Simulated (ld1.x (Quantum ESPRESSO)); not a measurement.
## Cd (Z = 48): variants of one TM potential

Base potential:

- Element: Cd
- Generator: ld1.x (Quantum ESPRESSO) 7.5
- Type: norm-conserving Troullier–Martins (Kleinman–Bylander form)
- Functional: LDA (PZ)
- Relativity: scalar-relativistic
- Frozen core: [Kr]
- Valence charge: 12
- Reference configuration: 4d10 5s0.5 5p0 (charge +1.5)
- Partial waves: 5s (bound): rc 1.85 bohr; 5p (bound, empty): rc 2.25 bohr; 4d (bound): rc 1.65 bohr
- Local potential: the d channel
- Core correction: Bessel-smoothed model core inside 0.85 bohr

All-electron outer shells of the reference configuration (LDA (PZ), scalar-relativistic, ld1.x):

| shell | level (eV) | outermost node (bohr) | outermost maximum (bohr) |
| --- | --- | --- | --- |
| 4p | -80.84 | 0.43 | 0.84 |
| 4d | -25.61 | 0.42 | 0.98 |
| 5s | -17.51 | 1.06 | 2.18 |
| 5p | -11.13 | 1.18 | 2.66 |

Cutoffs, loose and tight: the cutoffs (Ry, on a coarse ladder) from which the occupation-weighted sum of valence levels, in a spherical-Bessel basis at the reference potential, stays within 10 and 1 mRy of its value at 400 Ry. They do not see the model core or the augmentation charge, which bear on the density cutoff. Test errors are all-electron minus pseudo excitation energies from the reference, over the configurations 4d10 5s2 5p0; 4d10 5s1 5p0; 4d10 5s0 5p0; 4d9 5s2 5p1; 4d10 5s1 5p1; 4d10 5s0 5p2; 4d9 5s0 5p0 (two spin-polarised tests are not counted in the largest error). A dash means not determined; rows that change the core or the reference have their own tests.

A true bound ghost makes a file unfit for plane-wave use even where its test errors are small: the radial tests pick states by their node count and pass the ghost by.

```csv
change,outcome,"cutoff, loose","cutoff, tight",bound ghosts,largest test error (meV)
base,generated,70 Ry,110 Ry,"s, p",-175
wave 5p (bound): rc 2.25 bohr becomes 5p (bound): rc 1.52 bohr,generated,70 Ry,110 Ry,"p, s",-126
wave 5p (bound): rc 2.25 bohr becomes 5p (bound): rc 1.94 bohr,generated,70 Ry,110 Ry,"s, p",-156
wave 5p (bound): rc 2.25 bohr becomes 5p (bound): rc 2.16 bohr,generated,70 Ry,110 Ry,"s, p",-173
wave 5p (bound): rc 2.25 bohr becomes 5p (bound): rc 2.58 bohr,generated,70 Ry,110 Ry,"s, p",-180
wave 5p (bound): rc 2.25 bohr becomes 5p (bound): rc 3.04 bohr,generated,70 Ry,110 Ry,"s, p",-175
wave 5p (bound): rc 2.25 bohr becomes 5p (bound): rc 3.42 bohr,generated,70 Ry,110 Ry,"s, p",-168
```

Reading the sweep of the p radius (base included, trends over the rows without a ghost): Bound ghosts are found at 1.52, 1.94, 2.16, 2.25, 2.58, 3.04, 3.42 bohr. Every judged row has one, so this setting neither creates nor removes them.
